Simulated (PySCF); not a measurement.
A GIAO shielding run with PySCF 2.14.0 with density-fitted response routines (density fitting, non-relativistic, gas phase) on [CrO3Br]-, [BrCrO$_{3}$]-:

```
{"job": {"kind": "nmr", "xc": "PBE", "basis": {"default": "pcSseg-1", "Cr": "pcSseg-2"}, "pop": false}, "charge": -1, "multiplicity": 1}
Cr     0.080962     0.154940     0.082818
O     -0.021039    -0.021398     1.636719
O      1.573946     0.186827    -0.391401
O     -0.695758     1.429267    -0.396855
Br    -0.938110    -1.749647    -0.931281
```

Hardware: 1 thread of an Arm Neoverse N1, shared host.

Task: How large is the calculation?

Result: 84 electrons, 165 basis functions and 853 auxiliary functions.

Task: How long does it take?

Result: 38 s of wall time, with 20 SCF cycles. Times on a shared host scatter by some tens of per cent.

Task: And these other runs on the same molecule and hardware: GIAO shielding at B3LYP/pcSseg-1 (pcSseg-2 on Cr); GIAO shielding at PBE0/pcSseg-1 (pcSseg-2 on Cr); spin–spin coupling at PBE/pcJ-1 (pcSseg-1 on Br, pcSseg-1 on Cr)?

Result: B3LYP/pcSseg-1 (pcSseg-2 on Cr): 165 functions, 24 s; PBE0/pcSseg-1 (pcSseg-2 on Cr): 165 functions, 29 s; PBE/pcJ-1 (pcSseg-1 on Br, pcSseg-1 on Cr): 167 functions, 34 s.
